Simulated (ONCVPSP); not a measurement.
Configuration tests for Ga (ONCV)

Ga (Z = 31), optimised norm-conserving Vanderbilt (ONCV), made with ONCVPSP 4.0.1 (LDA (Perdew-Wang 92), scalar-relativistic). Core [Ar] 3d10, reference 4s1.75 4p1.25. Waves: 4s: rc 1.90 bohr, ncon 4, nbas 7, qcut 2.7 1/bohr, 2 projectors, debl 3.5 Ha; 4p: rc 2.50 bohr, ncon 4, nbas 8, qcut 3.7 1/bohr, 2 projectors, debl 3.1 Ha; d scattering state at 0.16 Ha: rc 2.25 bohr, ncon 4, nbas 9, qcut 3.7 1/bohr, 2 projectors, debl 0.3 Ha. Local part: polynomial inside 1.90 bohr (lpopt 4, dvloc0 0 Ha). Core correction: polynomial model core, fcfact 0.7.

Energies are relative to the spin-unpolarised reference configuration 4s1.75 4p1.25; without spin polarisation the order of configurations can differ from experiment.

```tsv
valence configuration	charge	ΔE all-electron (eV)	error AE − PS (meV)
4s2 4p1	0	-1.621	-0.8
4s1 4p0	+2	25.760	-162
```

(1) What are ΔE and the potential's error for 4s0 4p3?

(2) What are ΔE and the potential's error for 4s2 4p0?

Note: ghosts flagged at negative energy: d at -11.7 eV; no localised positive-energy state flagged. A true bound ghost makes a file unfit for plane-wave use.

Answers

(1) ΔE = 11.926 eV all-electron; the error (AE − PS) is -44 meV.

(2) ΔE = 4.262 eV all-electron; the error (AE − PS) is -7.8 meV.
